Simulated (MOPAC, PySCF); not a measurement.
C5H9B, SMILES `B/C(=C/C)C=C`, neutral singlet in the gas phase. 

Cartesian coordinates (Å):
SMILES: B/C(C=C)=C/C
```xyz
15

B     -1.0022     1.7318     0.2206
C     -0.2019     0.4338     0.0548
C     -0.8370    -0.8803    -0.1376
C     -2.1422    -1.1123    -0.1886
C      1.1419     0.5678     0.0969
C      2.1955    -0.4754    -0.0268
H     -2.1924     1.7693     0.2097
H     -0.4056     2.7534     0.3689
H     -0.1780    -1.7339    -0.2478
H     -2.5207    -2.1150    -0.3336
H     -2.8723    -0.3215    -0.0882
H      1.5253     1.5724     0.2417
H      1.8094    -1.4816    -0.1597
H      2.8318    -0.4656     0.8619
H      2.8484    -0.2430    -0.8721
```
Charge 0, spin multiplicity 1.

All levels are single points at this geometry (CAM-B3LYP-D3(BJ)/def2-TZVP); Pople sets use spherical d functions. Orbital energies aren't observables, and empty levels follow the basis.

```csv
level,HOMO (eV),LUMO (eV),gap (eV),dipole (D),"vertical IE, Delta-SCF (eV)"
CAM-B3LYP-D3(BJ)/def2-TZVP in PySCF,-8.02,-0.62,7.40,1.86,8.75
PBE-D3(BJ)/def2-TZVP in PySCF,-5.90,-2.69,3.22,2.02,8.70
M06-2X/6-31G* in PySCF,-7.66,-0.52,7.14,1.71,–
PBE/6-31G* in PySCF,-5.58,-2.37,3.21,2.00,8.49
SVWN5/6-31G* in PySCF,-5.74,-2.60,3.14,2.09,8.72
AM1 in MOPAC,-9.22,0.07,9.29,1.25,–
```
